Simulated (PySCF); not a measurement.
# Bonding in `C[SiH](C)CCC#CC[SiH3]`

Species: C7H16Si2.
SMILES with atom numbers: `[CH3:1][SiH:2]([CH3:3])[CH2:4][CH2:5][C:6]#[C:7][CH2:8][SiH3:9]` (hydrogens: H10, H11, H12 on C1; H13 on Si2; H14, H15, H16 on C3; H17, H18 on C4; H19, H20 on C5; H21, H22 on C8; H23, H24, H25 on Si9)

Geometry (GFN2-xTB, Å), atoms numbered from 1 in this order:
```
atom  x, y, z in Å
C1    -2.8628    1.7281    1.3873
Si2   -1.3706    1.5602    0.2176
C3     0.1862    1.1818    1.2389
C4    -1.7462    0.1787   -1.0455
C5    -0.7035    0.0549   -2.1634
C6     0.5381   -0.5258   -1.6902
C7     1.5487   -1.0460   -1.3072
C8     2.7651   -1.6665   -0.8360
Si9    2.6122   -2.2459    0.9782
H10   -2.7053    2.5322    2.0987
H11   -3.0287    0.8174    1.9555
H12   -3.7774    1.9466    0.8450
H13   -1.1912    2.8275   -0.5215
H14    0.3924    1.9755    1.9512
H15    0.0742    0.2564    1.7976
H16    1.0558    1.0706    0.5993
H17   -1.8319   -0.7863   -0.5425
H18   -2.7161    0.3747   -1.5076
H19   -0.4998    1.0409   -2.5921
H20   -1.0931   -0.5846   -2.9641
H21    2.9948   -2.5220   -1.4770
H22    3.5915   -0.9576   -0.9366
H23    1.4359   -3.1064    1.1118
H24    2.4938   -1.0850    1.8598
H25    3.8269   -2.9952    1.3139
```

Bond orders from the PBE0/pcSseg-1 density (PySCF). The structure is a single GFN2-xTB conformer in the gas phase; no vibrational or solvent corrections.

Question: Where do the orders between heavy atoms depart from those drawn in the SMILES?

Answer: The largest departure is 0.350, at C6–C7 (drawn triple, 2.650). Drawn single, order above 1.12: C7–C8 (1.130). Drawn double or triple, more than 0.30 short of the drawn order: C6–C7 (2.650).

Question: Give the Mayer order of every bond between heavy atoms, beside its length.

Answer: 
```tsv
bond	drawn as	length (Å)	Mayer order
C1–Si2	single	1.903	0.957
Si2–C3	single	1.900	0.974
Si2–C4	single	1.909	0.892
C4–C5	single	1.534	1.053
C5–C6	single	1.450	1.094
C6–C7	triple	1.199	2.650
C7–C8	single	1.445	1.130
C8–Si9	single	1.911	0.886
```

By pair of heavy elements: C–Si: lowest C8–Si9 (0.886, 1.911 Å), highest Si2–C3 (0.974, 1.900 Å). C–C: lowest C4–C5 (1.053, 1.534 Å), highest C6–C7 (2.650, 1.199 Å).

Question: And the bonds to hydrogen?

Answer: C–H: 0.92 to 0.96 (12 bonds); H–Si: 0.94 to 0.95 (4 bonds).

Question: Sum the orders of all bonds at each heavy atom with more than one neighbour and set the sums beside the valence in the SMILES.

Answer: C1 3.834 (drawn 4), Si2 3.772 (drawn 4), C3 3.827 (drawn 4), C4 3.837 (drawn 4), C5 3.994 (drawn 4), C6 3.744 (drawn 4), C7 3.780 (drawn 4), C8 3.858 (drawn 4), Si9 3.720 (drawn 4). Orders between atoms that aren't bonded are not in these sums.

Mayer orders depend on the basis set.
